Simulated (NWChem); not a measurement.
**Atomisation of H5AlAsF**

SMILES: [AsH3].[F][AlH2]
```xyz
8

Al    -0.6899     0.5451     1.3899
H      0.2392    -0.1411     2.5003
H     -2.2292     0.1657     1.1573
F     -0.2085     2.0858     0.8573
As     0.3310    -0.6926    -0.7650
H      1.8153    -0.5256    -1.0707
H     -0.1765    -0.2982    -2.1477
H      0.2736    -2.2024    -0.9769
```
Charge 0, spin multiplicity 1.

All runs are NWChem calculations. All single points use one geometry, from PBE/def2-SVP, a minimum by its harmonic frequencies.

Basis set: def2-TZVP. The atomisation energy is electronic alone: no zero-point, thermal, spin-orbit or counterpoise terms. No value is extrapolated to the basis-set limit. Free atoms are single determinants with multiplicities Al 2, H 2, F 2, As 4.

The Hamiltonian is non-relativistic. B3LYP has NWChem's definition, with VWN1-RPA local correlation. The structure started from a generated list of species. No SCF solution was tested for a lower state. Open-shell Hartree-Fock references start from PBE0 orbitals.

Q: One of these methods gave an atomisation energy of 502.4 kcal/mol. Which?
A. PBE0
B. B3LYP
C. HF
D. LDA (SVWN5)

A: A, PBE0. The others give 579.1 (LDA (SVWN5)), 513.1 (B3LYP), 375.9 (HF).
